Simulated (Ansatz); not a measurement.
Si₂₀H₃₀, a nanocrystal cut from cubic silicon. Charge 0, multiplicity 1. Geometry PBE-D4/def2-SVP.

Cartesian coordinates in Å:
```
Si -2.0587 0.2743 -2.1032
Si -2.1637 3.4929 0.1142
Si -2.0164 -1.8425 1.1290
Si -2.1215 1.4732 3.1975
Si 0.7563 2.8868 -2.8259
Si 0.6788 -2.4022 -1.5833
Si 3.3705 0.3325 -2.3286
Si 0.6847 0.7997 0.5148
Si 0.8442 -1.4285 3.7602
Si 3.4156 -1.9640 1.1733
Si -3.4152 1.9627 -1.1736
Si -0.8445 1.4280 -3.7613
Si -0.6844 -0.8003 -0.5155
Si -0.6777 2.4021 1.5829
Si -3.3691 -0.3313 2.3296
Si -0.7574 -2.8870 2.8256
Si 2.0161 1.8431 -1.1293
Si 2.1231 -1.4719 -3.1969
Si 2.1632 -3.4940 -0.1138
Si 2.0592 -0.2752 2.1022
H -2.9412 -0.7596 -2.7660
H -1.4389 4.4415 -0.8039
H -3.1176 4.3095 0.9542
H -2.8990 -2.8738 0.4624
H -3.0797 2.5578 3.6307
H -1.3675 1.0169 4.4188
H 0.0647 4.1252 -2.3193
H 1.7163 3.3118 -3.9122
H -0.2061 -3.4328 -2.2479
H 3.9909 1.0890 -3.4797
H 4.4921 -0.2016 -1.4771
H 0.1599 -0.4785 4.7075
H 1.8296 -2.2444 4.5637
H 4.5183 -1.3860 0.3257
H 4.0618 -2.7106 2.3166
H -4.0617 2.7095 -2.3167
H -4.5177 1.3838 -0.3264
H -1.8305 2.2441 -4.5638
H -0.1604 0.4787 -4.7095
H 0.2079 3.4332 2.2459
H -4.4914 0.2033 1.4793
H -3.9886 -1.0883 3.4808
H -1.7177 -3.3101 3.9124
H -0.0672 -4.1265 2.3198
H 2.8973 2.8754 -0.4623
H 1.3686 -1.0145 -4.4175
H 3.0809 -2.5562 -3.6314
H 3.1162 -4.3127 -0.9527
H 1.4366 -4.4409 0.8049
H 2.9414 0.7586 2.7655
```

Single mean-field runs in def2-SVP are fitted with def2-universal-jkfit.

(1) Estimate the orbital energies around the gap (eV) in Ansatz with PBE-D4/def2-SVP, r2SCAN-D4/def2-SVP, r2SCANh-D4/def2-SVP, PBE0-D4/def2-SVP, ωB97X-V/def2-SVP.

## Answers

(1) 
```csv
orbital,PBE-D4/def2-SVP,r2SCAN-D4/def2-SVP,r2SCANh-D4/def2-SVP,PBE0-D4/def2-SVP,ωB97X-V/def2-SVP
HOMO−5,-6.74,-7.03,-7.38,-7.75,-9.85
HOMO−4,-6.67,-6.96,-7.32,-7.71,-9.82
HOMO−3,-6.66,-6.95,-7.32,-7.70,-9.81
HOMO−2,-6.59,-6.89,-7.26,-7.64,-9.77
HOMO−1,-6.32,-6.59,-6.93,-7.29,-9.31
HOMO,-6.31,-6.59,-6.93,-7.29,-9.31
LUMO,-2.18,-2.12,-1.88,-1.53,0.36
LUMO+1,-2.14,-2.06,-1.82,-1.50,0.39
LUMO+2,-2.11,-2.04,-1.81,-1.47,0.39
LUMO+3,-2.11,-2.04,-1.81,-1.47,0.39
LUMO+4,-1.79,-1.68,-1.44,-1.12,0.80
LUMO+5,-1.79,-1.68,-1.44,-1.12,0.80
```
